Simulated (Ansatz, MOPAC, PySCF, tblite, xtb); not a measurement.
System: H2Be, singlet: map of symmetric stretch and bend. Scanned: Be-H bond length and H-Be-H angle.

Levels: GFN2-xTB, 300 K electronic temperature (tblite); RHF/def2-SVP (PySCF); FCI/cc-pVTZ = full CI/cc-pVTZ, frozen core in Ansatz (an electronic-structure program); RHF/cc-pVTZ (Ansatz); MP2/cc-pVTZ = MP2 on RHF/cc-pVTZ, frozen core run with Ansatz; CCSD/cc-pVTZ = Ansatz with CCSD on RHF/cc-pVTZ, frozen core; CCSD(T)/cc-pVTZ = CCSD(T) on RHF/cc-pVTZ, frozen core (Ansatz); CCSDT/cc-pVTZ = CCSDT on RHF/cc-pVTZ, frozen core in Ansatz; CCSDT(Q)/cc-pVTZ = CCSDT(Q) on RHF/cc-pVTZ, frozen core in Ansatz; RKS-PBE/cc-pVTZ = restricted PBE/cc-pVTZ (Ansatz); RKS-CAM-B3LYP/cc-pVTZ = Ansatz with restricted CAM-B3LYP/cc-pVTZ; PM3, restricted, heats of formation (MOPAC); PM6, restricted, heats of formation (MOPAC); GFN1-xTB (xtb); RKS-B3LYP/6-31G* = restricted B3LYP/6-31G*, spherical d (PySCF); RKS-LDA (SVWN5)/6-31G* = PySCF with restricted LDA (SVWN5)/6-31G*, spherical d; RHF/3-21G = restricted Hartree-Fock/3-21G run with PySCF; RKS-B3LYP/LANL2DZ = PySCF with restricted B3LYP/LANL2DZ.

Energies in kJ/mol at chosen points (x: Be-H bond length (Å); y: H-Be-H angle (°)), relative to x = 1.33, y = 180:

```json
[
 {"method": "GFN2-xTB", "(1.19, 70)": "276.9", "(1.80, 180)": "165.3", "(1.59, 110.74)": "118.5", "(1.39, 141.38)": "22.2", "(1.19, 129.84)": "35.9", "(1.13, 110.74)": "103.0", "(1.39, 110.74)": "57.4"},
 {"method": "RHF", "(1.19, 70)": "391.2", "(1.80, 180)": "195.2", "(1.59, 110.74)": "179.3", "(1.39, 141.38)": "40.1", "(1.19, 129.84)": "107.2", "(1.13, 110.74)": "221.0", "(1.39, 110.74)": "121.2"},
 {"method": "FCI/cc-pVTZ", "(1.19, 70)": "359.3", "(1.80, 180)": "179.1", "(1.59, 110.74)": "161.3", "(1.39, 141.38)": "34.3", "(1.19, 129.84)": "93.9", "(1.13, 110.74)": "197.7", "(1.39, 110.74)": "107.2"},
 {"method": "RHF/cc-pVTZ", "(1.19, 70)": "385.2", "(1.80, 180)": "195.2", "(1.59, 110.74)": "177.1", "(1.39, 141.38)": "37.4", "(1.19, 129.84)": "99.0", "(1.13, 110.74)": "208.0", "(1.39, 110.74)": "117.0"},
 {"method": "MP2/cc-pVTZ", "(1.19, 70)": "363.3", "(1.80, 180)": "191.9", "(1.59, 110.74)": "170.3", "(1.39, 141.38)": "35.9", "(1.19, 129.84)": "93.7", "(1.13, 110.74)": "197.9", "(1.39, 110.74)": "110.8"},
 {"method": "CCSD/cc-pVTZ", "(1.19, 70)": "361.0", "(1.80, 180)": "180.7", "(1.59, 110.74)": "162.4", "(1.39, 141.38)": "34.5", "(1.19, 129.84)": "94.0", "(1.13, 110.74)": "198.0", "(1.39, 110.74)": "107.7"},
 {"method": "CCSD(T)/cc-pVTZ", "(1.19, 70)": "359.5", "(1.80, 180)": "179.7", "(1.59, 110.74)": "161.6", "(1.39, 141.38)": "34.4", "(1.19, 129.84)": "93.9", "(1.13, 110.74)": "197.7", "(1.39, 110.74)": "107.3"},
 {"method": "CCSDT/cc-pVTZ", "(1.19, 70)": "359.3", "(1.80, 180)": "179.2", "(1.59, 110.74)": "161.3", "(1.39, 141.38)": "34.3", "(1.19, 129.84)": "93.9", "(1.13, 110.74)": "197.7", "(1.39, 110.74)": "107.2"},
 {"method": "CCSDT(Q)/cc-pVTZ", "(1.19, 70)": "359.3", "(1.80, 180)": "179.1", "(1.59, 110.74)": "161.2", "(1.39, 141.38)": "34.3", "(1.19, 129.84)": "93.9", "(1.13, 110.74)": "197.7", "(1.39, 110.74)": "107.1"},
 {"method": "RKS-PBE/cc-pVTZ", "(1.19, 70)": "339.6", "(1.80, 180)": "169.7", "(1.59, 110.74)": "154.2", "(1.39, 141.38)": "32.9", "(1.19, 129.84)": "94.2", "(1.13, 110.74)": "195.3", "(1.39, 110.74)": "103.6"},
 {"method": "RKS-CAM-B3LYP/cc-pVTZ", "(1.19, 70)": "353.5", "(1.80, 180)": "191.6", "(1.59, 110.74)": "170.4", "(1.39, 141.38)": "36.6", "(1.19, 129.84)": "91.2", "(1.13, 110.74)": "193.0", "(1.39, 110.74)": "110.7"},
 {"method": "PM3", "(1.19, 70)": "320.7", "(1.80, 180)": "235.7", "(1.59, 110.74)": "178.3", "(1.39, 141.38)": "39.1", "(1.19, 129.84)": "71.3", "(1.13, 110.74)": "149.9", "(1.39, 110.74)": "109.6"},
 {"method": "PM6", "(1.19, 70)": "366.2", "(1.80, 180)": "308.7", "(1.59, 110.74)": "224.7", "(1.39, 141.38)": "43.5", "(1.19, 129.84)": "110.2", "(1.13, 110.74)": "232.9", "(1.39, 110.74)": "121.9"},
 {"method": "GFN1-xTB", "(1.19, 70)": "288.9", "(1.80, 180)": "200.6", "(1.59, 110.74)": "138.3", "(1.39, 141.38)": "25.3", "(1.19, 129.84)": "40.1", "(1.13, 110.74)": "113.5", "(1.39, 110.74)": "67.3"},
 {"method": "RKS-B3LYP/6-31G*", "(1.19, 70)": "362.2", "(1.80, 180)": "186.4", "(1.59, 110.74)": "168.2", "(1.39, 141.38)": "36.5", "(1.19, 129.84)": "96.8", "(1.13, 110.74)": "202.4", "(1.39, 110.74)": "111.5"},
 {"method": "RKS-LDA (SVWN5)/6-31G*", "(1.19, 70)": "339.9", "(1.80, 180)": "162.0", "(1.59, 110.74)": "147.8", "(1.39, 141.38)": "31.0", "(1.19, 129.84)": "99.4", "(1.13, 110.74)": "202.5", "(1.39, 110.74)": "100.3"},
 {"method": "RHF/3-21G", "(1.19, 70)": "399.2", "(1.80, 180)": "189.9", "(1.59, 110.74)": "176.1", "(1.39, 141.38)": "38.7", "(1.19, 129.84)": "108.6", "(1.13, 110.74)": "222.9", "(1.39, 110.74)": "119.5"},
 {"method": "RKS-B3LYP/LANL2DZ", "(1.19, 70)": "369.4", "(1.80, 180)": "179.8", "(1.59, 110.74)": "167.4", "(1.39, 141.38)": "40.0", "(1.19, 129.84)": "104.5", "(1.13, 110.74)": "212.1", "(1.39, 110.74)": "116.0"}
]
```
